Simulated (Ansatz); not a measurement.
## Group exchange: C2H9GeN + CH2F2O → CH7GeN + C2H4F2O

Species: C2H9GeN `C[N](C)[GeH3]`, singlet; CH2F2O `OC(F)F`, singlet; CH7GeN `C[NH][GeH3]`, singlet; C2H4F2O `COC(F)F`, singlet. The partners trade CH3 for H: N–CH3 and O–H bonds give way to N–H and O–CH3.

Shapes, held fixed at every level: PBE0-D4/def2-TZVP. Flexible molecules stand in one conformer, not always the lowest. Programs: Ansatz 0.2.0. The zero-point and thermal change to 298 K, harmonic and unscaled (PBE0-D4/def2-TZVP), is +1.3 kJ/mol.

```tsv
level	kind	ΔH(298 K) (kJ/mol)	less CCSD(T)/def2-TZVPP
B3LYP-D4/def2-TZVPP	global hybrid	+25.3	-2.7
BHLYP-D4/def2-TZVPP	global hybrid	+24.0	-4.0
PBE0-D4/def2-TZVPP	global hybrid	+28.6	+0.6
MP2/def2-TZVPP	perturbation theory	+33.1	+5.1
CCSD(T)/def2-SVP	coupled cluster or CI	+31.3	+3.3
CCSD/def2-SVP	coupled cluster or CI	+30.1	+2.1
CCSD/def2-TZVPP	coupled cluster or CI	+26.3	-1.7
CCSD(T)/def2-TZVPP	coupled cluster or CI	+28.0	0.0
```

The highest level, CCSD(T)/def2-TZVPP, gives ΔH(298 K) = +28.0 kJ/mol; the levels span +24.0 to +33.1. The column of differences is taken from that level and isn't an error. No measured value is set beside it here. Relativity is left out for Ge. Outer-core shells of Ge are correlated in most correlated rows, in sets that cover them unevenly.
